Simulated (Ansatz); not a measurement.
```yaml
crystal:
  periodic: [false, false, false]
  atoms:
    - {symbol: C, position_ang: [0.094320, 1.395250, -0.728701]}
    - {symbol: B, position_ang: [0.022795, 0.015752, 0.012539]}
    - {symbol: C, position_ang: [0.897836, -0.160291, 1.301234]}
    - {symbol: Al, position_ang: [-1.224930, -1.569082, -0.709760]}
    - {symbol: H, position_ang: [-0.095685, 1.386460, -1.804228]}
    - {symbol: H, position_ang: [-0.730458, 1.979071, -0.285544]}
    - {symbol: H, position_ang: [1.008444, 1.963673, -0.525361]}
    - {symbol: H, position_ang: [1.840232, -0.594722, 0.926209]}
    - {symbol: H, position_ang: [0.529678, -0.860656, 2.054147]}
    - {symbol: H, position_ang: [1.173097, 0.783033, 1.785436]}
    - {symbol: H, position_ang: [-2.770890, -1.678347, -0.317298]}
    - {symbol: H, position_ang: [-0.667538, -2.715343, -1.674773]}
basis:
  gaussian: {orbitals: def2-SVP}
magnetization: {spin_polarized: true, initial_magnetization: 1}
hamiltonian: {xc: {name: PBE-QIDH}}
scf: {lower_state_search: off}
```

```sh
$ ansatz run in.yaml --threads 2 --pin off --events-out ev --progress --plain --max-ram 4352MiB
```

It prints (some lines left out):

```
Error: a molecule whose nuclei and cores have a total charge of 38 cannot have a net charge of 0 together with 1 unpaired electrons
```

Question: Something in this input is off. What?

Answer: The number of unpaired electrons doesn't fit the electron count. The input was rejected before any iteration.
